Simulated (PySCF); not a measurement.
[(E)-2-silylethenyl]silane (C2H8Si2), SMILES [SiH3]/C=C/[SiH3]. Atoms are numbered in the order given.

```xyz
12

Si     0.0351     2.3181     0.0000
C     -0.4434     0.5058     0.0000
C      0.4434    -0.5058     0.0000
Si    -0.0351    -2.3181     0.0000
H      1.5251     2.4284     0.0000
H     -0.5154     3.0092    -1.2073
H     -0.5154     3.0092     1.2073
H     -1.5159     0.2599     0.0000
H      1.5159    -0.2599     0.0000
H      0.5154    -3.0092     1.2073
H      0.5154    -3.0092    -1.2073
H     -1.5251    -2.4284     0.0000
```
Charge 0, spin multiplicity 1.

Geometry optimised at PBE0-D3(BJ)/def2-SVP.

Level of theory: PBE0/pcSseg-1 in PySCF.

GIAO shieldings, no solvent; atoms alike by connectivity are averaged. δ = σ(ref) − σ: ²⁹Si against TMS (σ = 352.7 ppm); ¹³C against TMS (σ = 186.3 ppm); ¹H against TMS (σ = 31.56 ppm), references at their B3LYP-D3(BJ)/def2-TZVP geometries, non-relativistic.

```csv
nucleus,atoms,count,δ (ppm)
²⁹Si,"Si1, Si4",2,-63.7
¹³C,"C2, C3",2,158.3
¹H,"H8, H9",2,7.37
¹H,"H5, H6, H7, H10, H11, H12",6,4.49
```
